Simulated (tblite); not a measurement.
Compound: C₈H₁₃P.
Numbering: `[CH2:1]=[CH:2][P:3]1[CH2:4][CH2:5][CH:6]=[C:7]1[CH2:8][CH3:9]` (hydrogens: H10, H11 on C1; H12 on C2; H13, H14 on C4; H15, H16 on C5; H17 on C6; H18, H19 on C8; H20, H21, H22 on C9)

Cartesian coordinates in Å at the GFN2-xTB level; atoms count from 1:
```xyz
22
C8H13P angstrom
C     -2.633    1.904    0.012
C     -1.942    0.784   -0.122
P     -0.952    0.075    1.247
C     -1.272   -1.736    0.909
C     -0.335   -2.208   -0.210
C      0.756   -1.194   -0.355
C      0.615   -0.040    0.285
C      1.538    1.136    0.309
C      2.707    1.040   -0.663
H     -3.210    2.329   -0.796
H     -2.652    2.441    0.946
H     -1.923    0.243   -1.062
H     -2.326   -1.895    0.677
H     -1.054   -2.271    1.837
H     -0.872   -2.305   -1.159
H      0.082   -3.192    0.021
H      1.601   -1.438   -0.981
H      0.950    2.034    0.090
H      1.916    1.252    1.331
H      2.345    0.925   -1.683
H      3.341    0.191   -0.420
H      3.310    1.944   -0.613
```

Computed with GFN2-xTB (tblite): harmonic, unscaled wavenumbers at the GFN2-xTB geometry, gas phase. Errors from tens to a few hundred cm⁻¹ against measured bands are possible. One conformer, not necessarily the lowest.

Harmonic wavenumbers (cm⁻¹): 28.5, 51.1, 73.5, 153.2, 185.7, 192.9, 216.5, 271.3, 312.8, 339.2, 423.0, 482.6, 551.1, 622.7, 668.3, 691.2, 726.1, 778.2, 795.8, 820.5, 900.3, 940.6, 958.6, 997.3, 1002.2, 1002.9, 1062.4, 1074.2, 1103.1, 1112.3, 1132.5, 1166.6, 1222.1, 1229.9, 1238.7, 1252.1, 1296.7, 1339.2, 1397.1, 1409.4, 1448.2, 1468.9, 1483.1, 1503.1, 1509.3, 1659.6, 1697.0, 2923.1, 2924.1, 2948.3, 2953.9, 2962.5, 2977.8, 3004.9, 3030.3, 3032.1, 3037.5, 3074.4, 3075.1, 3105.5.

A = 1696, B = 1174, C = 824.5 MHz; mass 140.075 u (most abundant isotopes); point group C1, symmetry number 1.

Question: What is the zero-point energy?

Answer: Half the sum of the wavenumbers: 40521 cm⁻¹ = 115.85 kcal/mol.

Question: What is S at 200 K and 1 bar for an ideal gas of classical rigid rotors and harmonic oscillators?

Answer: Translation 38.77, rotation 28.47, vibration 22.49: S = 89.7 cal/(mol K).

Question: And Cp and H(200 K) − H(0)?

Answer: Cp = 30.18 cal/(mol K), of which vibrations give 22.23 (their classical limit is 60 R = 119.2); H(200 K) − H(0) = 3.91 kcal/mol without the zero-point energy, 2.32 from vibrations.

Question: How do the functions run with temperature in this model?

Answer: 
| T (K) | S (cal/(mol K)) | Cp (cal/(mol K)) | H − H(0) (kcal/mol) | G − H(0) (kcal/mol) | ln q(vib) |
| --- | --- | --- | --- | --- | --- |
| 50 | 61.2 | 14.1 | 0.55 | -2.51 | 0.99 |
| 100 | 72.8 | 19.9 | 1.40 | -5.88 | 2.51 |
| 298.15 | 103.8 | 41.4 | 7.41 | -23.55 | 8.31 |
| 373.15 | 114.1 | 50.2 | 10.85 | -31.72 | 10.45 |
| 500 | 130.7 | 63.3 | 18.08 | -47.26 | 14.06 |
| 750 | 160.1 | 81.7 | 36.38 | -83.70 | 21.03 |
| 1000 | 185.4 | 93.9 | 58.43 | -126.96 | 27.62 |

q(vib) and H(0) count from the zero-point level.

Question: Blend soft modes into free rotors: weight 1/[1 + (100 cm⁻¹/ν̃)⁴] for the oscillator and the rest for a rotor with moment μB/(μ + B), μ = h/(8π²ν), B = 10⁻⁴⁴ kg m². What vibrational entropy results?

Answer: 19.97 cal/(mol K) in place of 22.49, which changes −T·S at 200 K by +0.50 kcal/mol.

Question: What must be added to the electronic energy to get the Gibbs energy at 200 K and 1 bar?

Answer: ZPE + [H(200 K) − H(0)] − T·S = 115.85 + 3.91 − 17.95 = 101.81 kcal/mol.

Question: Which modes carry the vibrational entropy at 200 K?

Answer: 28.5 cm⁻¹: 5.14; 51.1 cm⁻¹: 3.99; 73.5 cm⁻¹: 3.28; 153.2 cm⁻¹: 1.89; 185.7 cm⁻¹: 1.55; 192.9 cm⁻¹: 1.49 cal/(mol K); the other 54 give 5.16 together.

Hindered rotation and anharmonicity are outside this model. Other conformers, if any are populated, would add a mixing term that is left out. The structure is chiral; the term R ln 2 for an equal mix with its mirror image is left out.
